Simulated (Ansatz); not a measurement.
Input file for Ansatz (an electronic-structure program): R-PBE/def2-TZVPP on H2SeTe (SMILES [SeH][TeH]), atoms moved off the minimum. Elements past Kr take the def2 small-core potentials; no spin–orbit coupling.

Ansatz 0.2 input:
```yaml
crystal:
  periodic: [false, false, false]
  atoms:
    - {symbol: Te, position_ang: [-0.70186094, -0.58616933, 0.36354238]}
    - {symbol: H, position_ang: [-0.82874349, -1.79975782, -0.63651936]}
    - {symbol: Se, position_ang: [0.88825603, 0.86802033, -0.78514078]}
    - {symbol: H, position_ang: [2.18248131, 0.27330695, -0.28638601]}
basis:
  gaussian:
    orbitals: def2-TZVPP
hamiltonian:
  xc: {name: PBE}
scf: {lower_state_search: off}
output: {forces: true}
```

The head of its log:

```
WARN ansatz: RAYON_NUM_THREADS=1 ignored (pool sized by the plan → 1); use --threads N
Functional definition: PBE
these checks for a lower state are left out or cut short: stability, starts, cluster_reference, orbital_swaps, neighbouring_geometries, increment
integrals: 0.04 GiB planned
891 factors; their error is unknown
mean field: 0.34 GiB planned
mean field evaluation 1: about -72665.3811 eV, gradient 1.5e1 eV
mean field evaluation 2: about -72665.4381 eV, gradient 1.3e1 eV
```

What total energy does the run end on?

-2670.4177 hartree.
